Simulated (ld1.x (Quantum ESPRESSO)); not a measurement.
## What the settings do to the RRKJ potential of nitrogen

Base potential:

```json
{"Element": "N (Z = 7)", "Generator": "ld1.x (Quantum ESPRESSO) 7.5", "Type": "norm-conserving RRKJ (Kleinman–Bylander form)", "Functional": "PBE", "Relativity": "non-relativistic", "Frozen core": "[He]", "Valence charge": "5", "Reference configuration": "2s2 2p2 (charge +1)", "Partial waves": "2s (bound): rc 0.90 bohr; 2p (bound): rc 2.25 bohr", "Local potential": "all-electron potential smoothed inside 1.35 bohr (lloc = -2)", "Core correction": "a·sin(br)/r model core inside 0.55 bohr"}
```

All-electron outer shells of the reference configuration (PBE, non-relativistic, ld1.x):

```json
{"shell": "2s", "level (eV)": "-32.43", "outermost node (bohr)": "0.32", "outermost maximum (bohr)": "0.99"}
{"shell": "2p", "level (eV)": "-20.69", "outermost node (bohr)": "–", "outermost maximum (bohr)": "0.92"}
```

Cutoffs, loose and tight: the cutoffs (Ry, on a coarse ladder) from which the occupation-weighted sum of valence levels, in a spherical-Bessel basis at the reference potential, stays within 10 and 1 mRy of its value at 400 Ry. They do not see the model core or the augmentation charge, which bear on the density cutoff. Test errors are all-electron minus pseudo excitation energies from the reference, over the configurations 2s2 2p3; 2s2 2p1; 2s2 2p0; 2s0 2p5; 2s1 2p4; 2s1 2p0; 2s2 2p3.3. A dash means not determined; rows that change the core or the reference have their own tests.

A true bound ghost makes a file unfit for plane-wave use even where its test errors are small: the radial tests pick states by their node count and pass the ghost by.

```csv
change,outcome,"cutoff, loose","cutoff, tight",bound ghosts,largest test error (meV)
base,generated,80 Ry,110 Ry,s,+3698
wave 2p (bound): rc 2.25 bohr becomes 2p (bound): rc 1.46 bohr,generated,80 Ry,110 Ry,s,+807
wave 2p (bound): rc 2.25 bohr becomes 2p (bound): rc 1.68 bohr,generated,80 Ry,110 Ry,s,+1397
wave 2p (bound): rc 2.25 bohr becomes 2p (bound): rc 1.86 bohr,generated,80 Ry,110 Ry,s,+2010
wave 2p (bound): rc 2.25 bohr becomes 2p (bound): rc 2.04 bohr,generated,80 Ry,110 Ry,s,+2625
wave 2p (bound): rc 2.25 bohr becomes 2p (bound): rc 2.34 bohr,generated,80 Ry,110 Ry,s,+4360
wave 2p (bound): rc 2.25 bohr becomes 2p (bound): rc 2.52 bohr,generated,80 Ry,110 Ry,s,+5527
wave 2p (bound): rc 2.25 bohr becomes 2p (bound): rc 2.76 bohr,generated,80 Ry,110 Ry,s,+6914
wave 2p (bound): rc 2.25 bohr becomes 2p (bound): rc 2.98 bohr,generated,80 Ry,110 Ry,s,+9113
wave 2p (bound): rc 2.25 bohr becomes 2p (bound): rc 3.20 bohr,generated,80 Ry,110 Ry,s,+10354
wave 2p (bound): rc 2.25 bohr becomes 2p (bound): rc 3.42 bohr,generated,80 Ry,110 Ry,s,+12373
```

Reading the sweep of the p radius (base included, trends over the rows without a ghost): Bound ghosts are found at 1.46, 1.68, 1.86, 2.04, 2.25, 2.34, 2.52, 2.76, 2.98, 3.2, 3.42 bohr. Every judged row has one, so this setting neither creates nor removes them.
